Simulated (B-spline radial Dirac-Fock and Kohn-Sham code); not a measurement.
## Rb 2s: cross section and angular parameters

System: the free rubidium atom in the configuration [Kr] 5s1; threshold 2065.0 eV (tabulated edge). These are calculated numbers from a B-spline atomic structure program; the model is Dirac-Hartree-Slater photoionisation with a Latter tail; cross sections with all multipoles, angular parameters from the dipole term and its interference with E2.

The run's input, task.json:

```json
{"items": [{
  "Z": 37,
  "q": 0,
  "cfg": [[1, 0, 2], [2, 0, 2], [2, 1, 6], [3, 0, 2], [3, 1, 6], [3, 2, 10], [4, 0, 2], [4, 1, 6], [5, 0, 1]],
  "A": 85,
  "rrms": 4.2036,
  "do": "xps",
  "hv": [52.5, 60, 80, 114.0, 120.0, 126.0, 203.0, 287.0, 400.0, 464.0, 499.0, 800, 827.0, 961.0, 1300.0, 1486.9, 1580.0, 2330.0, 2360.0, 3160.0, 3810.0, 4370.0, 5570.0, 6000, 6660.0, 8047.8, 8630.0, 9251.7, 13300.0, 15000],
  "edges": {"K": 15200.0, "L1": 2065.0, "L2": 1864.0, "L3": 1804.0, "M1": 326.7, "M2": 248.7, "M3": 239.1, "M4": 113.0, "M5": 112.0}
}]}
```

Command: `python xray2_run.py task.json out`

For linearly polarised light dσ/dΩ = σ/(4π) [1 + β P₂(cos θ) + (δ + γ cos²θ) sin θ cos φ], with θ from the polarisation vector and φ the angle between the beam and the projection of the electron momentum on the plane normal to the polarisation.

| hν (eV) | σ (kb) | β | γ |
| --- | --- | --- | --- |
| 2330 | 54.0 | 1.997 | 0.539 |
| 2360 | 53.0 | 1.997 | 0.490 |
| 3160 | 32.2 | 1.998 | -0.034 |
| 3810 | 22.9 | 1.998 | -0.075 |
| 4370 | 17.6 | 1.998 | -0.031 |
| 5570 | 10.9 | 1.998 | 0.142 |
| 6000 | 9.35 | 1.998 | 0.215 |
| 6660 | 7.51 | 1.998 | 0.330 |
| 8047.8 | 4.98 | 1.998 | 0.569 |
| 8630 | ? | ? | ? |
| 9251.7 | 3.65 | 1.998 | 0.765 |
| 13300 | 1.58 | 1.997 | 1.354 |
| 15000 | 1.18 | 1.997 | 1.572 |

Q: Give the values at 8630 eV.

A: σ = 4.27 kb, β = 1.998, γ = 0.665. For an s subshell δ is negligible.
